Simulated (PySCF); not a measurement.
## Basis-set dependence of population analyses: `O[Si@H]1CC=C1Cl`

Compound: C3H5ClOSi.
Structure used (PBE0-D3(BJ)/def2-SVP), in Å, numbered top down from 1:
```
atom  x, y, z in Å
O1     2.3097    0.0721    0.5527
Si2    0.9548   -0.1544   -0.3784
C3    -0.5820   -1.0472    0.3101
C4    -1.3208    0.2330   -0.0281
C5    -0.4026    1.1285   -0.4534
Cl6   -0.6715    2.7480   -0.9483
H7     2.1834    0.4573    1.4251
H8     1.4856   -0.6408   -1.6778
H9    -0.5676   -1.2739    1.3893
H10   -0.9430   -1.9415   -0.2243
H11   -2.4061    0.3857    0.0416
```

PBE0 throughout (PySCF), one geometry, spherical d and f functions. Isolated species at its PBE0-D3(BJ)/def2-SVP geometry (one conformer only). The first 7 of 11 kinds of atom are listed.

Mulliken charges (e):

| basis | functions | O1 | Si2 | C3 | C4 | C5 | Cl6 | H7 |
| --- | --- | --- | --- | --- | --- | --- | --- | --- |
| STO-3G | 43 | -0.423 | +0.803 | -0.315 | -0.089 | -0.186 | -0.116 | +0.203 |
| 6-31G | 72 | -0.777 | +1.069 | -0.657 | -0.137 | -0.553 | +0.128 | +0.414 |
| pcSseg-0 | 72 | -0.806 | +1.507 | -1.071 | -0.064 | -0.792 | +0.074 | +0.399 |
| 6-31G* | 102 | -0.720 | +0.766 | -0.578 | -0.179 | -0.260 | +0.007 | +0.446 |
| cc-pVDZ | 117 | -0.343 | +0.582 | -0.200 | +0.025 | -0.238 | -0.083 | +0.169 |
| def2-SVP | 117 | -0.400 | +0.710 | -0.284 | -0.062 | -0.187 | -0.107 | +0.200 |
| aug-cc-pVDZ | 191 | -0.766 | +0.589 | +0.494 | +0.721 | -0.394 | -0.209 | +0.119 |
| 6-311+G(2d,p) | 208 | -0.644 | +0.962 | -0.717 | +0.042 | -0.320 | +0.034 | +0.284 |
| def2-TZVP | 228 | -0.527 | +0.484 | -0.342 | -0.077 | -0.119 | -0.098 | +0.326 |
| cc-pVTZ | 258 | -0.360 | +0.482 | -0.288 | -0.079 | -0.133 | -0.110 | +0.202 |
| IGLO-III | 278 | -0.654 | +1.039 | -0.535 | -0.019 | -0.278 | +0.022 | +0.269 |

IAO charges (e):

```csv
basis,functions,O1,Si2,C3,C4,C5,Cl6,H7
STO-3G,43,-0.560,+1.009,-0.509,-0.130,-0.335,-0.013,+0.247
6-31G,72,-0.728,+0.999,-0.562,-0.119,-0.332,-0.014,+0.360
pcSseg-0,72,-0.715,+1.032,-0.581,-0.117,-0.353,-0.003,+0.349
6-31G*,102,-0.753,+1.119,-0.567,-0.117,-0.349,-0.016,+0.361
cc-pVDZ,117,-0.750,+1.107,-0.563,-0.125,-0.338,-0.015,+0.363
def2-SVP,117,-0.749,+1.119,-0.563,-0.122,-0.343,-0.006,+0.359
aug-cc-pVDZ,191,-0.774,+1.118,-0.570,-0.128,-0.337,-0.018,+0.373
"6-311+G(2d,p)",208,-0.782,+1.149,-0.581,-0.127,-0.351,-0.013,+0.374
def2-TZVP,228,-0.782,+1.163,-0.584,-0.127,-0.354,-0.011,+0.372
cc-pVTZ,258,-0.778,+1.149,-0.581,-0.127,-0.348,-0.014,+0.373
IGLO-III,278,-0.785,+1.159,-0.584,-0.129,-0.352,-0.008,+0.375
```

Hirshfeld charges (e):

| basis | functions | O1 | Si2 | C3 | C4 | C5 | Cl6 | H7 |
| --- | --- | --- | --- | --- | --- | --- | --- | --- |
| STO-3G | 43 | -0.252 | +0.485 | -0.110 | -0.043 | -0.054 | -0.144 | +0.132 |
| 6-31G | 72 | -0.322 | +0.406 | -0.153 | -0.035 | -0.111 | -0.053 | +0.181 |
| pcSseg-0 | 72 | -0.313 | +0.429 | -0.158 | -0.039 | -0.115 | -0.046 | +0.184 |
| 6-31G* | 102 | -0.299 | +0.379 | -0.153 | -0.027 | -0.096 | -0.065 | +0.185 |
| cc-pVDZ | 117 | -0.291 | +0.399 | -0.162 | -0.035 | -0.101 | -0.050 | +0.178 |
| def2-SVP | 117 | -0.295 | +0.404 | -0.165 | -0.038 | -0.102 | -0.040 | +0.180 |
| aug-cc-pVDZ | 191 | -0.307 | +0.423 | -0.176 | -0.047 | -0.112 | -0.036 | +0.172 |
| 6-311+G(2d,p) | 208 | -0.307 | +0.419 | -0.170 | -0.044 | -0.116 | -0.036 | +0.175 |
| def2-TZVP | 228 | -0.304 | +0.412 | -0.172 | -0.041 | -0.108 | -0.042 | +0.178 |
| cc-pVTZ | 258 | -0.302 | +0.413 | -0.171 | -0.039 | -0.105 | -0.046 | +0.176 |
| IGLO-III | 278 | -0.303 | +0.412 | -0.173 | -0.048 | -0.111 | -0.029 | +0.174 |

ESP-fitted charges (e):

```
        basis  functions      O1     Si2      C3      C4      C5     Cl6      H7
       STO-3G         43  -0.566  +0.808  -0.506  +0.009  -0.112  -0.172  +0.328
        6-31G         72  -0.868  +0.951  -0.676  +0.073  -0.313  -0.079  +0.513
     pcSseg-0         72  -0.826  +1.070  -0.826  +0.121  -0.369  -0.077  +0.488
       6-31G*        102  -0.703  +0.790  -0.650  +0.160  -0.371  -0.046  +0.458
      cc-pVDZ        117  -0.652  +0.756  -0.618  +0.163  -0.374  -0.035  +0.425
     def2-SVP        117  -0.674  +0.811  -0.637  +0.155  -0.381  -0.029  +0.431
  aug-cc-pVDZ        191  -0.683  +0.846  -0.706  +0.207  -0.414  -0.036  +0.421
6-311+G(2d,p)        208  -0.712  +0.858  -0.710  +0.194  -0.420  -0.029  +0.442
    def2-TZVP        228  -0.698  +0.842  -0.699  +0.193  -0.405  -0.032  +0.438
      cc-pVTZ        258  -0.667  +0.815  -0.677  +0.181  -0.388  -0.038  +0.422
     IGLO-III        278  -0.682  +0.835  -0.693  +0.222  -0.450  -0.008  +0.428
```

Which scheme is steadiest as the basis changes?

Largest range over the bases for any column: Hirshfeld 0.11 e, IAO 0.23 e, ESP-fitted 0.34 e, Mulliken 1.56 e. Hirshfeld charges move least and Mulliken charges most, counted in e. Without the minimal STO-3G basis the ranges are Hirshfeld 0.05, IAO 0.16, ESP-fitted 0.31, Mulliken 1.56 e.

How much do the charges still move between the two largest bases, cc-pVTZ and IGLO-III?

At most, over all atoms: Mulliken 0.557 e, IAO 0.010 e, Hirshfeld 0.017 e, ESP-fitted 0.062 e.

What do the same runs give for the total energy, the frontier levels and the dipole moment?

```csv
basis,energy (Eh),HOMO (eV),LUMO (eV),μ (D)
STO-3G,-930.9493,-4.93,3.03,2.26
6-31G,-941.5942,-7.38,-0.42,2.63
pcSseg-0,-940.4336,-7.57,-0.65,2.38
6-31G*,-941.7134,-7.24,-0.30,2.30
cc-pVDZ,-941.7680,-7.28,-0.40,2.11
def2-SVP,-941.3798,-7.28,-0.44,2.04
aug-cc-pVDZ,-941.7892,-7.41,-0.76,2.12
"6-311+G(2d,p)",-941.8440,-7.43,-0.78,2.14
def2-TZVP,-941.8660,-7.38,-0.66,2.09
cc-pVTZ,-941.8666,-7.37,-0.59,2.09
IGLO-III,-941.8654,-7.35,-0.65,1.97
```

The dipole is fixed by the density alone, so its range of 0.66 D shows that the density itself changes with the basis, not only its division among atoms.
